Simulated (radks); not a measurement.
Results of a calculation; reference values are marked as such.
Question: Excited configurations of Mg2+: one electron is placed in a higher orbital outside [He] 2s2 2p5. The ground configuration is [Ne]. Level of theory: scalar-relativistic Kohn-Sham, PBE, spin-polarised, spherical densities, finite nucleus; open shells are filled with parallel spins first; Fermi nuclear charge, rms radius 3.057 fm (a radial shooting solver on a logarithmic mesh with Libxc functionals). Excitation = E - E(ground); binding = E(ion) - E, where the ion is the core of charge +3; n* = 3/sqrt(2 binding) in atomic units, and the quantum defect is n - n*.

| outer orbital | excitation (eV) | binding (eV) | n* | quantum defect | eigenvalue (eV) | <r> (bohr) |
|---|---|---|---|---|---|---|
| 3s | 52.737 | 27.746 | 2.101 | 0.899 | -23.528 | 2.281 |
| 4d | 71.918 | 8.565 | 3.781 | 0.219 | -7.166 | 6.341 |
| 4f | 72.618 | 7.866 | 3.946 | 0.054 | -6.423 | 5.869 |
| 5d | 74.931 | 5.552 | 4.696 | 0.304 | -4.764 | 10.41 |
| 6s | 75.459 | 5.025 | 4.937 | 1.063 | -4.407 | 12.62 |
| 6d | 76.606 | 3.878 | 5.620 | 0.380 | -3.373 | 15.42 |
| 7p | 77.219 | 3.264 | 6.125 | 0.875 | -2.875 | 19.23 |

Estimate the row for 5f.

Answer: excitation (eV) 75.290; binding (eV) 5.194; n* 4.856; quantum defect 0.144; eigenvalue (eV) -4.403; <r> (bohr) 10.12. The Delta-SCF ionisation energy is 80.483 eV (NIST Atomic Spectra Database: 80.144 eV, measured). Self-interaction in the functional shifts the binding energies and quantum defects, so they are the method's values and not measured ones. Open shells are spherical and high-spin; term and fine-structure splittings are not resolved.
